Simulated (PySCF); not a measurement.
Isomers of C6H12ClFO, one conformer each; single-point electronic energies without zero-point terms and without any empirical dispersion term.

Computed with PySCF at PBE0/pcSseg-1, non-relativistic, each on one gas-phase PBE0-D3(BJ)/def2-SVP geometry that isn't relaxed in the solvent. The solvent is an IEF-PCM continuum (cavity from Bondi-type radii × 1.2). Specific hydrogen bonds and non-electrostatic terms are outside this model.

| isomer | relative energy, gas (kcal/mol) | dipole (D) |
| --- | --- | --- |
| `[C@@H](F)(C)CC[C@@H](Cl)CO` | 0.0 | 1.96 |
| `C[C@@H](F)CC[C@H](Cl)CO` | 0.3 | 2.35 |
| `CC(C)(CF)OCCCl` | 11.8 | 2.08 |
| `CC[C@@H](COC)[C@@H](F)Cl` | 13.0 | 3.13 |

Problem. How do the relative energies look in chloroform (ε = 4.711)?

Solution. 
```
                      isomer  relative energy, solvent (kcal/mol)  E(solvent) − E(gas) (kcal/mol)  dipole in solvent (D)
`[C@@H](F)(C)CC[C@@H](Cl)CO`                                  0.0                            -5.0                   2.18
   `C[C@@H](F)CC[C@H](Cl)CO`                                  0.6                            -4.8                   2.69
            `CC(C)(CF)OCCCl`                                 12.7                            -4.1                   2.49
  `CC[C@@H](COC)[C@@H](F)Cl`                                 15.0                            -3.1                   3.68
```

The order is unchanged. Conformers: `[CH3:1][C@@H:2]([F:3])[CH2:4][CH2:5][C@@H:6]([Cl:7])[CH2:8][OH:9]` with C1–C2–C4–C5 -178°, C2–C4–C5–C6 177°, C4–C5–C6–Cl7 62°, C5–C6–C8–O9 179°, C6–C8–O9–H 54°; `[CH3:1][C@@H:2]([F:3])[CH2:4][CH2:5][C@H:6]([Cl:7])[CH2:8][OH:9]` with C1–C2–C4–C5 -171°, C2–C4–C5–C6 -53°, C4–C5–C6–Cl7 -54°, C5–C6–C8–O9 -178°, C6–C8–O9–H -54°; `[CH3:1][C:2]([CH3:3])([CH2:4][F:5])[O:6][CH2:7][CH2:8][Cl:9]` with C1–C2–C4–F5 164°, C1–C2–O6–C7 177°, C2–O6–C7–C8 -146°, O6–C7–C8–Cl9 67°; `[CH3:1][CH2:2][C@@H:3]([CH2:4][O:5][CH3:6])[C@@H:7]([F:8])[Cl:9]` with C1–C2–C3–C4 68°, C2–C3–C4–O5 -177°, C3–C4–O5–C6 179°, C2–C3–C7–F8 -55°. `[C@@H](F)(C)CC[C@@H](Cl)CO` gains most from the continuum, while `CC[C@@H](COC)[C@@H](F)Cl` has the largest gas-phase dipole. The gains span 1.9 kcal/mol, the gas-phase energies 13.0 kcal/mol.
